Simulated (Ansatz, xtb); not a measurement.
Relative energy of two isomers of CH4FSn

Structure a: `F[CH2][SnH2]`, a doublet. Structure b: `[CH2][SnH2][F]`, a doublet. Both are isolated molecules in the gas phase, relaxed with PBE0-D3(BJ)/def2-SVP; the shapes shown needn't be the lowest conformers.

a (Å):

```xyz
7

C     0.6504   -0.4975   -0.3684
F    -0.5717   -1.0625   -0.1219
Sn    0.6000    1.6641    0.0378
H     1.4077   -0.9530    0.2946
H     0.9438   -0.6830   -1.4146
H     2.2084    2.2808   -0.1434
H     0.1015    1.8947    1.6765
```

b (Å):

| atom | x (Å) | y (Å) | z (Å) |
| --- | --- | --- | --- |
| C | 0.0626 | -0.6961 | 0.8942 |
| F | -1.0813 | 2.2347 | 0.0574 |
| Sn | -0.6654 | 0.4847 | -0.6945 |
| H | 1.1244 | -0.7183 | 1.1612 |
| H | 0.5250 | 0.8011 | -1.8794 |
| H | -2.1571 | -0.0820 | -1.3066 |
| H | -0.6047 | -1.2848 | 1.5323 |

Quicker runs give these differences E(b) − E(a): GFN2-xTB +24.3 kcal/mol; HF/STO-3G −17.1 kcal/mol (at GFN2-xTB geometries); r2SCAN-D4/def2-SVP −11.0 kcal/mol (at GFN2-xTB geometries).

**Question.** Estimate which is lower in electronic energy at CCSD(T)/def2-SVP + ΔMP2/def2-TZVPP, and by roughly how much.

**Answer.** The CCSD(T)/def2-SVP + ΔMP2/def2-TZVPP calculation puts structure b lower, by 11.5 kcal/mol.

The same difference at several levels:

| level | geometry | E(b) − E(a) (kcal/mol) | departure from the last row (kcal/mol) | job, with rough time for the two |
| --- | --- | --- | --- | --- |
| GFN2-xTB | GFN2-xTB | +24.3 | +35.7 | optimisation, 1.1 s |
| HF/STO-3G | GFN2-xTB | −17.1 | −5.7 | single point, 6.8 s |
| r2SCAN-D4/def2-SVP | GFN2-xTB | −11.0 | +0.5 | single point, 17 s |
| PBE0-D3(BJ)/def2-SVP | PBE0-D3(BJ)/def2-SVP | −4.9 | +6.5 | optimisation, 9.6 min |
| HF/def2-SVP | PBE0-D3(BJ)/def2-SVP | −16.0 | −4.6 | part of the CCSD(T) run |
| MP2/def2-SVP | PBE0-D3(BJ)/def2-SVP | −10.9 | +0.6 | part of the CCSD(T) run |
| CCSD(T)/def2-SVP | PBE0-D3(BJ)/def2-SVP | −9.8 | +1.7 | single point |
| CCSD(T)/def2-SVP + ΔMP2/def2-TZVPP | PBE0-D3(BJ)/def2-SVP | −11.5 |  | single point, 1.9 min |

As drawn, b has 1 F–Sn in place of 1 C–F.

GFN2-xTB puts the two in the other order. The largest departure from CCSD(T)/def2-SVP + ΔMP2/def2-TZVPP is that of GFN2-xTB, 35.7 kcal/mol. The last row adds to CCSD(T) the change of the MP2 difference between the two basis sets, here −1.7 kcal/mol.

With harmonic frequencies from PBE0-D3(BJ)/def2-SVP (ideal gas, rigid rotor, one conformer each, 200 K, 1 atm): the zero-point term adds −2.0 kcal/mol; ΔH is −13.4 and ΔG −13.5 kcal/mol.

Open shells are spin-unrestricted. The correlated steps freeze 6 core orbitals; the filled d shell of Sn is correlated, in a basis made for valence electrons. Atoms past krypton carry core potentials in the def2 sets, other sets are all-electron and non-relativistic, and no spin–orbit term is included. Mirror images aren't counted in ΔG. Programs: Ansatz 0.2.0, xtb 6.7.1; the last row on 1 thread of Intel(R) Xeon(R) Processor @ 2.50GHz (Skylake/Cascade Lake) on a shared host.
